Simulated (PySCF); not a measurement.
Isomers of C6H13ClSi.

All values: PBE0/pcSseg-1 (PySCF) at GFN2-xTB geometries, gas phase, one conformer each.

(1) Rank by dipole moment, highest first.
A. `[CH3:1]/[CH:2]=[C:3](\[Cl:4])[C:5]([CH3:6])([CH3:7])[SiH3:8]` with C2–C3–C5–C6 109°
B. `[CH3:1][CH2:2][CH2:3]/[C:4]([Cl:5])=[C:6](/[CH3:7])[SiH3:8]` with C1–C2–C3–C4 180°, C2–C3–C4–Cl5 -78°
C. `[CH3:1][C@@H:2]1[CH2:3][SiH2:4][C@H:5]1[CH2:6][CH2:7][Cl:8]` with Si4–C5–C6–C7 175°, C5–C6–C7–Cl8 178°, C1–C2–C3–Si4 -131°, C2–C3–Si4–C5 7°, C3–Si4–C5–C6 -127°, C1–C2–C5–Si4 130°
D. `[CH2:1]=[CH:2][SiH2:3][C@@:4]([CH3:5])([Cl:6])[CH2:7][CH3:8]` with C1–C2–Si3–C4 -119°, C2–Si3–C4–C5 -176°, Si3–C4–C7–C8 -178°
E. `[CH3:1][CH2:2][CH2:3][CH2:4]/[CH:5]=[CH:6]/[SiH2:7][Cl:8]` with C1–C2–C3–C4 178°, C2–C3–C4–C5 180°, C3–C4–C5–C6 120°, C5–C6–Si7–Cl8 -139°

(2) Rank by HOMO energy, lowest first.
A. `[CH3:1][CH2:2][CH2:3]/[C:4]([Cl:5])=[C:6](/[CH3:7])[SiH3:8]` with C1–C2–C3–C4 180°, C2–C3–C4–Cl5 -78°
B. `[CH3:1][CH2:2][CH2:3][CH2:4]/[CH:5]=[CH:6]/[SiH2:7][Cl:8]` with C1–C2–C3–C4 178°, C2–C3–C4–C5 180°, C3–C4–C5–C6 120°, C5–C6–Si7–Cl8 -139°
C. `[CH2:1]=[CH:2][SiH2:3][C@@:4]([CH3:5])([Cl:6])[CH2:7][CH3:8]` with C1–C2–Si3–C4 -119°, C2–Si3–C4–C5 -176°, Si3–C4–C7–C8 -178°

(3) Rank by LUMO energy, highest first.
A. `[CH3:1][CH2:2][CH2:3][CH2:4]/[CH:5]=[CH:6]/[SiH2:7][Cl:8]` with C1–C2–C3–C4 178°, C2–C3–C4–C5 180°, C3–C4–C5–C6 120°, C5–C6–Si7–Cl8 -139°
B. `[CH2:1]=[C:2]([CH3:3])[Si@@H:4]([Cl:5])[CH2:6][CH2:7][CH3:8]` with C1–C2–Si4–Cl5 123°, C2–Si4–C6–C7 56°, Si4–C6–C7–C8 -178°
C. `[CH3:1]/[CH:2]=[C:3](\[Cl:4])[C:5]([CH3:6])([CH3:7])[SiH3:8]` with C2–C3–C5–C6 109°

Answers

(1) E (2.76 D), C (2.48 D), D (1.94 D), A (1.75 D), B (1.18 D).

(2) B (-7.75 eV), C (-7.62 eV), A (-7.03 eV).

(3) C (0.27 eV), B (-0.32 eV), A (-0.45 eV).

All values together:

```
                   SMILES  μ (D)  HOMO (eV)  LUMO (eV)  lowest IAO charge (e)  highest IAO charge (e)  lowest Hirshfeld charge (e)  highest Hirshfeld charge (e)
        CCCC/C=C/[SiH2]Cl   2.76      -7.75      -0.45             -0.464 (C)             +0.813 (Si)                   -0.157 (C)                   +0.339 (Si)
C[C@@H]1C[SiH2][C@H]1CCCl   2.48      -7.67       0.16             -0.544 (C)             +0.726 (Si)                   -0.165 (C)                   +0.346 (Si)
    CCC/C(Cl)=C(/C)[SiH3]   1.18      -7.03      -0.29             -0.419 (C)             +0.589 (Si)                   -0.126 (C)                   +0.311 (Si)
     C=C(C)[Si@@H](Cl)CCC   2.08      -7.72      -0.32             -0.545 (C)             +0.923 (Si)                   -0.161 (C)                   +0.363 (Si)
  C/C=C(\Cl)C(C)(C)[SiH3]   1.75      -6.94       0.27             -0.426 (C)             +0.583 (Si)                   -0.124 (C)                   +0.282 (Si)
  C=C[SiH2][C@@](C)(Cl)CC   1.94      -7.62      -0.44             -0.421 (C)             +0.750 (Si)                   -0.135 (C)                   +0.319 (Si)
```

Conformers: `[CH3:1][CH2:2][CH2:3][CH2:4]/[CH:5]=[CH:6]/[SiH2:7][Cl:8]` with C1–C2–C3–C4 178°, C2–C3–C4–C5 180°, C3–C4–C5–C6 120°, C5–C6–Si7–Cl8 -139°; `[CH3:1][C@@H:2]1[CH2:3][SiH2:4][C@H:5]1[CH2:6][CH2:7][Cl:8]` with Si4–C5–C6–C7 175°, C5–C6–C7–Cl8 178°, C1–C2–C3–Si4 -131°, C2–C3–Si4–C5 7°, C3–Si4–C5–C6 -127°, C1–C2–C5–Si4 130°; `[CH3:1][CH2:2][CH2:3]/[C:4]([Cl:5])=[C:6](/[CH3:7])[SiH3:8]` with C1–C2–C3–C4 180°, C2–C3–C4–Cl5 -78°; `[CH2:1]=[C:2]([CH3:3])[Si@@H:4]([Cl:5])[CH2:6][CH2:7][CH3:8]` with C1–C2–Si4–Cl5 123°, C2–Si4–C6–C7 56°, Si4–C6–C7–C8 -178°; `[CH3:1]/[CH:2]=[C:3](\[Cl:4])[C:5]([CH3:6])([CH3:7])[SiH3:8]` with C2–C3–C5–C6 109°; `[CH2:1]=[CH:2][SiH2:3][C@@:4]([CH3:5])([Cl:6])[CH2:7][CH3:8]` with C1–C2–Si3–C4 -119°, C2–Si3–C4–C5 -176°, Si3–C4–C7–C8 -178°.
